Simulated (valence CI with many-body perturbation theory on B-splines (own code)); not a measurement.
Results of a calculation; reference values are marked as such.
## Sensitivity of CI+MBPT for Dy⁵³⁺

Method: configuration interaction combined with many-body perturbation theory (CI+MBPT): three valence electrons over a frozen Dirac-Fock core [Ne], radial functions for each j: 6 s, 6 p, 5 d, 3 f, 1 g, with the one-electron correlation potential Σ1 (screened to all orders), the two-electron term Σ2, the three-electron term Σ3, Breit, model QED; selected single and double excitations, second order for the rest, scaled by the run's own slope (own B-spline code, finite nucleus).

The last digits are not significant, and no measured levels were compared; by estimate large intervals hold to a few tenths of a per cent, small ones and those within an open d or f shell to about a per cent.

The reference run has the lowest level (3s^2 3p1/2) J=1/2 and an ionisation energy of 5066.93 eV. Its largest variational space holds 2760 state functions.

Levels are named by their leading jj configuration (3d3/2^4 stands for four electrons in 3d with j = 3/2), which in mixed levels can hold well under half, so a name can repeat and another be missing. Letters in brackets count levels of one name in rising energy.

Reference levels: (3s 3p1/2^2) J=1/2 1123550, (3s^2 3p3/2) J=3/2 1705300, (3s 3p1/2 3p3/2) J=3/2 [a] 2625410, (3s 3p1/2 3p3/2) J=5/2 2749050, (3s 3p1/2 3p3/2) J=3/2 [b] 2903330, (3s 3p1/2 3p3/2) J=1/2 2973100, (3s^2 3d3/2) J=3/2 3329800, (3s^2 3d5/2) J=5/2 3657750, (3p1/2^2 3p3/2) J=3/2 4018450, (3s 3p1/2 3d3/2) J=3/2 [a] 4128520, (3s 3p1/2 3d3/2) J=5/2 4218720, (3s 3p1/2 3d3/2) J=1/2 4401090 cm⁻¹.

Problem. Rank these changes by the mean size of the shift of these levels, smallest first.
A. highest l in the core sums 6 → 1
B. hole-hole ladder in Σ2 on → off
C. Breit term on → off
D. correlating orbitals by l 3 3 3 2 1 → 4 4 3 0 0; screening of Σ1 on → off

Solution. B (98 cm⁻¹), D (780 cm⁻¹), A (2500 cm⁻¹), C (13000 cm⁻¹).
